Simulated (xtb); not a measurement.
Mo(CO)6 (C₆MoO₆), SMILES [O+]#[C-]->[Mo](<-[C-]#[O+])(<-[C-]#[O+])(<-[C-]#[O+])(<-[C-]#[O+])<-[C-]#[O+], multiplicity 1. All values are semi-empirical tight-binding results from xtb (GFN2-xTB unless named), good for trends rather than for accurate numbers. The structure is a stationary point at GFN2-xTB. The multiplicity is an assumed one; other spin states were not compared. The isomer is the one that the SMILES or the coordinates give; other isomers of the formula were not compared.

Optimised geometry:

Bond lengths (Å): Mo1–C3 1.980, Mo1–C5 1.980, Mo1–C7 1.980, Mo1–C9 1.980, Mo1–C11 1.980, Mo1–C13 1.980, O2–C3 1.135, O4–C5 1.135, O6–C7 1.135, O8–C9 1.135, O10–C11 1.135, O12–C13 1.135. Angles (°): C3–Mo1–C5 90.0, C3–Mo1–C7 90.0, C3–Mo1–C9 90.0, C3–Mo1–C11 90.0, C3–Mo1–C13 180.0, C5–Mo1–C7 90.0, C5–Mo1–C9 90.0, C5–Mo1–C11 180.0, C5–Mo1–C13 90.0, C7–Mo1–C9 180.0, C7–Mo1–C11 90.0, C7–Mo1–C13 90.0, C9–Mo1–C11 90.0, C9–Mo1–C13 90.0, C11–Mo1–C13 90.0, Mo1–C3–O2 180.0, Mo1–C5–O4 180.0, Mo1–C7–O6 180.0, Mo1–C9–O8 180.0, Mo1–C11–O10 180.0, Mo1–C13–O12 180.0.
Charge 0, spin multiplicity 1.

For metal compounds this method's bond lengths and energies can be far off.

**Question.** Estimate the properties. (Estimate from the structure and the level; the computed values follow.)

**Answer.** 
- point group as xtb finds it: Oh
- orbital gap: 3.05 eV
- zero-point energy: 30.5 kcal/mol
- G − E(el) at 298.15 K (modified RRHO): 4.7 kcal/mol

Computed atomic charges and the Wiberg bond orders between heavy atoms:
charges (e) Mo1 -0.43, O2 -0.12, C3 0.19, O4 -0.12, C5 0.19, O6 -0.12, C7 0.19, O8 -0.12, C9 0.19, O10 -0.12, C11 0.19, O12 -0.12, C13 0.19. Bond orders Mo1–C3 1.01, O2–C3 2.27, Mo1–C5 1.01, O4–C5 2.27, Mo1–C7 1.01, O6–C7 2.27, Mo1–C9 1.01, O8–C9 2.27, Mo1–C11 1.01, O10–C11 2.27, Mo1–C13 1.01, O12–C13 2.27.
